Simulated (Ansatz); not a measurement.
The molecule SnAs, multiplicity 4 (an upper state: multiplicity 2 came lower at CCSD(T)/def2-TZVPP on PBE0 minima). No spin–orbit coupling. As is treated without relativity.

The constants come from a fifth-degree fit in 1/R (seven points, main isotopes). Runs in def2 and cc sets follow the lowest solution found near the PBE0 minimum.

The values were computed with Ansatz (Gaussian basis) for Hartree–Fock, density functionals and correlated methods. Each number belongs to the level named beside it. In def2 rows elements past Kr take small-core potentials, without spin–orbit coupling.

What bond length and harmonic frequency does PBE/def2-TZVPP give?

r_e = 2.753 Å, ω_e = 189 cm⁻¹.

What bond length and harmonic frequency does PBE0/def2-TZVPP give?

r_e = 2.720 Å, ω_e = 199 cm⁻¹.

What bond length and harmonic frequency does wB97X-V/def2-TZVPP give?

r_e = 2.698 Å, ω_e = 206 cm⁻¹.

Ansatz is an electronic-structure program.
